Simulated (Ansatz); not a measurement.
Total energies of Na₄H₄ from Ansatz at PBE0-D4/def2-TZVP, gas phase (1 Eh = 27.2114 eV = 2625.5 kJ/mol). The reference geometry is relaxed at r2SCAN-D4/def2-SVP.

```
atom   x (Å)   y (Å)   z (Å)
 Na1  -1.389   0.816  -0.987
 Na2   0.857   1.297   1.072
 Na3  -0.722  -1.352   1.104
 Na4   1.254  -0.762  -1.189
  H5  -0.890  -1.348  -1.115
  H6   1.443  -0.848   1.026
  H7   0.750   1.405  -1.148
  H8  -1.304   0.791   1.236
```

```json
{"state": "charge 0 singlet", "geometry": "reference", "energy (Eh)": "-651.15521"}
{"state": "charge 1 doublet", "geometry": "reference", "energy (Eh)": "-650.88935"}
{"state": "charge 0 triplet", "geometry": "relaxed at r2SCAN-D4/def2-SVP", "energy (Eh)": "-651.10122"}
{"state": "charge 0 quintet", "geometry": "relaxed at r2SCAN-D4/def2-SVP", "energy (Eh)": "-651.06777"}
```

(1) Work out the vertical ionisation energy to the doublet.

(2) Which of the charge 0 states is lowest, and how far above it are the others?

(1) E(charge 1 doublet) − E(charge 0 singlet) = -650.88935 − (-651.15521) = 0.26586 Eh = 7.23 eV. For comparison, −ε of the highest occupied level is 5.49 eV at this level, 1.74 eV less.

(2) The singlet. triplet: -651.10122 − (-651.15521) = 0.05399 Eh = 141.8 kJ/mol; quintet: -651.06777 − (-651.15521) = 0.08744 Eh = 229.6 kJ/mol. The triplet has fallen apart, so its energy is that of loose fragments and no spin gap. The quintet has fallen apart, so its energy is that of loose fragments and no spin gap. The triplet differs in its bonds from the reference. The quintet differs in its bonds from the reference.

The structure comes from a short search, and lower isomers may exist.
